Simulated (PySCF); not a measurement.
**Excitation energy of Br by level of theory**

Br [Ar] 3d10 4s2 4p5 (2P) → Br [Ar] 3d10 4s2 4p4 4d1 (high-spin determinant), as a difference of total energies. All numbers are calculated (PySCF 2.14, scalar relativity by spin-free X2C-1e, in aug-cc-pVTZ-DK). Correlated levels: valence: [Ar] 3d10 frozen. The calculations carry no spin-orbit coupling.

| method | excitation energy (eV) |
| --- | --- |
| UHF | 10.185 |
| LDA | 10.789 |
| PBE | 10.480 |
| PBE0 | 10.588 |
| r2SCAN | 10.708 |
| B2PLYP | 10.821 |
| M06 | 10.719 |
| BHandHLYP | 10.847 |
| wB97X | 11.145 |
| MP2 (valence) | 10.810 |
| SCS-MP2 (valence) | 10.907 |

How much does correlation contribute at MP2 (valence)?

10.810 − (10.185) = 0.625 eV, measured against UHF.

The promoted electron is Rydberg-like, and one or two diffuse shells describe it only roughly, which tends to raise the upper state.

In the upper state the promoted electron has a positive orbital energy at LDA, PBE, PBE0, r2SCAN, B2PLYP, M06, BHandHLYP, so the basis confines it.

The determinant of the upper state mixes LS terms, which raises its energy above the lowest term, most at the Hartree-Fock and MP2 levels.
